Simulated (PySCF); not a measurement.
C4H7Cl, SMILES CC1(CC1)Cl.

Geometry optimised at PBE0-D3(BJ)/def2-SVP.

Calculation: PBE0-D3(BJ)/def2-SVP (PySCF 2.14.0).

Frequencies are harmonic and unscaled.

| mode | ν (cm⁻¹) | IR (km/mol) | Raman (Å⁴/amu) | depolarisation | moving atoms (share of kinetic energy) |
|---|---|---|---|---|---|
| 1 | 244 | 0.1 | 0.1 | 0.75 | H 94 % |
| 2 | 312 | 0.3 | 1.0 | 0.75 | H 51 %, C 44 % |
| 3 | 313 | 2.9 | 2.1 | 0.66 | C 53 %, Cl 26 %, H 22 % |
| 4 | 331 | 0.2 | 0.7 | 0.74 | C 44 %, H 33 %, Cl 23 % |
| 5 | 398 | 0.3 | 1.7 | 0.75 | C 64 %, H 31 % |
| 6 | 578 | 18.2 | 12.0 | 0.23 | C 51 %, Cl 32 %, H 16 % |
| 7 | 769 | 0.1 | 1.4 | 0.71 | H 98 % |
| 8 | 851 | 6.2 | 10.6 | 0.75 | C 59 %, H 38 % |
| 9 | 875 | 1.4 | 4.1 | 0.75 | H 72 %, C 28 % |
| 10 | 948 | 3.0 | 4.7 | 0.58 | H 66 %, C 33 % |
| 11 | 948 | 5.5 | 5.8 | 0.75 | C 51 %, H 48 % |
| 12 | 1031 | 13.1 | 3.8 | 0.24 | H 79 %, C 21 % |
| 13 | 1073 | 0.2 | 0.8 | 0.75 | H 64 %, C 36 % |
| 14 | 1082 | 6.7 | 6.6 | 0.13 | C 63 %, H 37 % |
| 15 | 1124 | 8.1 | 1.9 | 0.75 | C 50 %, H 50 % |
| 16 | 1171 | 0.1 | 4.3 | 0.75 | H 76 %, C 24 % |
| 17 | 1227 | 43.5 | 2.8 | 0.37 | C 60 %, H 40 % |
| 18 | 1345 | 2.4 | 12.1 | 0.34 | H 63 %, C 37 % |
| 19 | 1409 | 6.3 | 4.4 | 0.22 | H 63 %, C 37 % |
| 20 | 1421 | 9.3 | 9.8 | 0.75 | H 92 %, C 8 % |
| 21 | 1449 | 4.2 | 11.0 | 0.75 | H 96 % |
| 22 | 1466 | 6.5 | 14.3 | 0.75 | H 95 % |
| 23 | 1501 | 8.4 | 3.4 | 0.42 | C 53 %, H 47 % |
| 24 | 3059 | 16.5 | 134.7 | 0.00 | H 97 % |
| 25 | 3151 | 6.7 | 29.5 | 0.75 | H 95 % |
| 26 | 3154 | 0.8 | 173.2 | 0.01 | H 94 % |
| 27 | 3161 | 13.0 | 83.3 | 0.66 | H 91 %, C 9 % |
| 28 | 3161 | 8.0 | 78.1 | 0.75 | H 90 %, C 10 % |
| 29 | 3252 | 0.3 | 84.5 | 0.75 | H 89 %, C 11 % |
| 30 | 3260 | 1.3 | 39.1 | 0.73 | H 89 %, C 11 % |
